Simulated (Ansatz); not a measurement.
The same ligand exchange along the group Ti, Zr, Hf.

Isolated molecules relaxed with PBE0-D4/def2-TZVP in Ansatz; ΔE leaves out vibrations. CCSD(T)/CBS adds triple-zeta CCSD(T) − MP2 to the extrapolated MP2 energy (def2 sets, frozen cores). Functionals use def2-TZVPP. def2 core potentials past Kr. For Br, Hf, I, Ti, Zr outer-core shells are correlated without core-valence functions, which leaves a few kJ/mol of doubt a bond. Scalar relativity is left out up to krypton. One conformer a species, not always the lowest.

| reaction | CCSD(T)/CBS(def2) (kJ/mol) |
| --- | --- |
| `[OH][Ti]([OH])([OH])[I]` + HBr → `[OH][Ti]([OH])([OH])[Br]` + HI | -7 |
| `[OH][Zr]([OH])([OH])[I]` + HBr → `[OH][Zr]([OH])([OH])[Br]` + HI | ? |
| `[OH][Hf]([OH])([OH])[I]` + HBr → `[OH][Hf]([OH])([OH])[Br]` + HI | -9 |

(1) Fill in the missing values. (An estimate is asked.)

Largest T1 diagnostic: 0.022, for `[OH][Ti]([OH])([OH])[I]`.

Results:

(1) Computed: `[OH][Zr]([OH])([OH])[I]` + HBr → `[OH][Zr]([OH])([OH])[Br]` + HI: -8.8 kJ/mol.
